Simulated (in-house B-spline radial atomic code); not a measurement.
Checks on a self-consistent run for Mn⁴⁺, [Ar] (3d3/2)1 (3d5/2)2. Method: Dirac-Hartree-Fock, average of the jj configuration, Fermi nucleus of rms radius 3.7057 fm. Calculated with an all-electron radial atomic-structure program (B-spline basis).

```json
{"orbital": "1s1/2", "q": "2", "ε (Eh)": "-244.82420", "<1/r>": "24.9326", "<r²>": "0.00498231", "small-component weight": "0.0080736"}
{"orbital": "2s1/2", "q": "2", "ε (Eh)": "-31.81429", "<1/r>": "5.35757", "<r²>": "0.0909146", "small-component weight": "0.0014833"}
{"orbital": "2p1/2", "q": "2", "ε (Eh)": "-27.41783", "<1/r>": "5.27236", "<r²>": "0.0733433", "small-component weight": "0.0014487"}
{"orbital": "2p3/2", "q": "4", "ε (Eh)": "-27.03495", "<1/r>": "5.18672", "<r²>": "0.074988", "small-component weight": "0.00143"}
{"orbital": "3s1/2", "q": "2", "ε (Eh)": "-6.00195", "<1/r>": "1.6873", "<r²>": "0.794961", "small-component weight": "0.00032211"}
{"orbital": "3p1/2", "q": "2", "ε (Eh)": "-4.59415", "<1/r>": "1.5687", "<r²>": "0.87924", "small-component weight": "0.00028678"}
{"orbital": "3p3/2", "q": "4", "ε (Eh)": "-4.56339", "<1/r>": "1.55253", "<r²>": "0.892987", "small-component weight": "0.0002837"}
{"orbital": "3d3/2", "q": "1", "ε (Eh)": "-2.63046", "<1/r>": "1.31057", "<r²>": "1.12716", "small-component weight": "0.00021118"}
{"orbital": "3d5/2", "q": "2", "ε (Eh)": "-2.63053", "<1/r>": "1.30726", "<r²>": "1.13127", "small-component weight": "0.00021046"}
```

Electron-electron repulsion V_ee = 390.0443 hartree.

(1) What total energy follows from the eigenvalues?

(2) Does the Dirac virial theorem hold?

(3) What diamagnetic shielding (Lamb formula) and susceptibility (Langevin formula) do the radii give?

## Answers

(1) The eigenvalues count the repulsion twice, so E = Σqε - V_ee = -763.590 - 390.044 = -1153.634 hartree; the run printed -1153.634.

(2) For a point nucleus E = -2c²Σq·w, with w the small-component weight. Here Σq·w = 0.030716 and c = 137.0360, so the ratio E/(-2c²Σq·w) is 1.000006; the finite nucleus accounts for the departure from 1.

(3) σ = (α²/3)Σq<1/r> = 108.519/(3·137.036²) = 1926.3 ppm, and χ = -0.79199×10⁻⁶·Σq<r²> = -8.671×10⁻⁶ cm³/mol with Σq<r²> = 10.948 bohr². Both are non-relativistic formulas without the paramagnetism of open shells.
